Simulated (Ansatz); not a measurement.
Two isomers of CH3BN2: A = `BN=C=N`, B = `NB1C=N1`.

Program: Ansatz. Geometries: PBE0-D4/def2-TZVP. ΔE: electronic, gas phase. CBS: MP2 limit from def2 TZ/QZ plus the TZ coupled-cluster correction, frozen cores. Functionals use def2-TZVPP. B3LYP here is the variant with VWN-RPA as its local correlation; programs differ in this. Each species was taken in one conformer, which may not be the lowest.

(1) Which isomer does CCSD(T)/CBS put lower? Give the gap. (An estimate is asked.)

(2) Give E(B) − E(A) in kcal/mol with B3LYP, CCSD/def2-TZVPP, LDA (SPW92), PBE-D4, B2PLYP, PBE0-D4, B3LYP-D4. (Best estimate.)

(3) Does the order hold for the free energy at 298.15 K (harmonic terms from PBE0-D4)? (An estimate is asked.)

Largest T1 diagnostic: 0.017.

Results:

(1) Computed: B, by 7.7 kcal/mol.

(2) Ansatz gave: B3LYP -0.2, CCSD/def2-TZVPP -7.8, LDA (SPW92) -3.0, PBE-D4 -1.1, B2PLYP -2.1, PBE0-D4 -5.2, B3LYP-D4 -0.4. None reverses the order clearly.

(3) The calculation gave: Yes: G(B) − G(A) = -4.2 kcal/mol, for one conformer each.

From PBE to PBE0 (25 % exact exchange), in def2-TZVPP and without D4, E(B) − E(A) moves by −4.2 kcal/mol. At CCSD(T), def2-SVP lies +1.4 kcal/mol from the extrapolated value and def2-TZVPP +1.1 kcal/mol.
